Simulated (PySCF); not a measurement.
**A small calculation by hand: chemical shift, span and skew from a shielding tensor**

CH7FO2Si2, SMILES O[Si](O)(F)C[SiH3]. Atoms are numbered in the order given.

```xyz
13

O      1.6023     1.3316     1.0458
Si     0.6528     0.4761    -0.0071
O      1.2883    -1.0371    -0.1405
F      0.7336     1.2506    -1.4397
C     -1.1280     0.3019     0.4647
Si    -1.9020    -1.3811     0.0643
H      1.6022     2.2928     0.9706
H      2.2453    -1.1204    -0.2249
H     -1.2294     0.4768     1.5492
H     -1.7087     1.0888    -0.0456
H     -1.3144    -2.4451     0.9228
H     -3.3720    -1.3215     0.3242
H     -1.6936    -1.7238    -1.3707
```
Charge 0, spin multiplicity 1.

Coordinates come from a B3LYP-D3(BJ)/def2-SVP optimisation. The structure was generated by enumeration, and PubChem lists no compound with its InChIKey, so it may never have been made. One conformer was computed; it need not be the lowest.

GIAO shieldings from PySCF with PBE/pcSseg-1, non-relativistic, no solvent. The symmetric part of the tensor of Si2 has the principal values 335.5, 365.2, 401.5 ppm. The same nucleus in TMS has σ = 335.4 ppm at this level (PySCF, at its B3LYP-D3(BJ)/def2-TZVP geometry).

**Question.** Work out the isotropic shielding, the ²⁹Si shift against TMS, the span and the skew.

**Answer.** 
σ(iso) = (σ11 + σ22 + σ33)/3 = 367.4 ppm. δ = σ(ref) − σ(iso) = 335.4 − (367.4) = -32.0 ppm.
Span Ω = σ33 − σ11 = 66.0 ppm. Skew κ = 3(σ(iso) − σ22)/Ω = 0.10. Tumbling in solution averages the tensor to δ; in a static solid the shielding alone would spread this spin-1/2 line over Ω.
